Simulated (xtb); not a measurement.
C2H11NSi3, SMILES C[SiH2][Si@@H]1CN[SiH2]1. All values are semi-empirical tight-binding results from xtb (GFN2-xTB unless named), good for trends rather than for accurate numbers. The structure is a stationary point at GFN2-xTB. The structure was generated by enumeration; whether it is a known compound was not checked. Other conformers were not sampled.

Estimate the properties. (Estimate from the structure and the level; the computed values follow.)


The orbital gap comes out as 3.42 eV, the dipole moment is 0.27 D and the zero-point energy is 75.0 kcal/mol. The G − E(el) at 298.15 K (modified RRHO) is 51.7 kcal/mol. The static polarisability (D4 model) is 114.3 bohr³ and the solvation energy, GFN2-xTB/ALPB(water) is -1.2 kcal/mol. The solvation energy, GFN2-xTB/ALPB(acetone) comes out as -6.1 kcal/mol.
